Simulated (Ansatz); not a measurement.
`CO[SiH2][SiH2]Cl` + H₂ → `[SiH3][SiH2]Cl` + CH₃OH at 500 K and 1 bar (hydrogenolysis of the Si–O bond).

Gas-phase electronic energies from Ansatz, PBE0-D4/def2-TZVP geometries. CCSD(T)/CBS is the MP2 limit (def2-TZVPP, def2-QZVPP) plus CCSD(T) − MP2 in def2-TZVPP, frozen cores. This one scheme is used for every species. One conformer a species, not always the lowest.

| species | CCSD(T)/CBS energy (Eh) | H − E (kJ/mol) | S (J/(mol·K)) |
| --- | --- | --- | --- |
| `CO[SiH2][SiH2]Cl` | -1155.44170 | 261.1 | 472.6 |
| H₂ | -1.17544 | 41.0 | 145.5 |
| `[SiH3][SiH2]Cl` | -1040.97629 | 152.8 | 377.4 |
| CH₃OH | -115.61712 | 157.0 | 265.4 |

H − E and S are ideal-gas, rigid-rotor, harmonic terms from PBE0-D4/def2-TZVP, for one conformer and one mirror image of each species. The MP2-based limit puts H₂ 0.8 mEh under its directly extrapolated value; such offsets cancel only in part. 1 Eh = 2625.50 kJ/mol, R = 8.31446 J/(mol·K).

By hand: ΔE, ΔH, ΔS and ΔG.

ΔE = (-1040.97629) + (-115.61712) − (-1155.44170) − (-1.17544) = 0.02373 Eh = 62.3 kJ/mol. Δ(H − E) = 152.8 + 157.0 − 261.1 − 41.0 = 7.7, so ΔH = 70.0 kJ/mol. ΔS = 377.4 + 265.4 − 472.6 − 145.5 = 24.7 J/(mol·K). ΔG = 70.0 − 500 × (24.7)/1000 = 57.6 kJ/mol.

By hand: the equilibrium constant, and the temperature at which ΔG would vanish if ΔH and ΔS stayed fixed.

log₁₀ K = −ΔG/(RT ln 10) = -6.0. ΔG = 0 at ΔH/ΔS = 2834 K, far beyond where these terms or the molecules hold.

ΔH outweighs TΔS. A doubt of 5 kJ/mol in ΔE shifts log₁₀ K by 0.5 here. Other conformers and mirror images would add mixing entropy, several J/(mol·K) or more a flexible species. Modes under 60 cm⁻¹, often nearly free rotors, make the harmonic entropy too high. These are equilibria of isolated gas molecules and say nothing of rates. Largest T1 diagnostic: 0.011 (customary marks: 0.02 for closed shells, 0.045 for open ones).
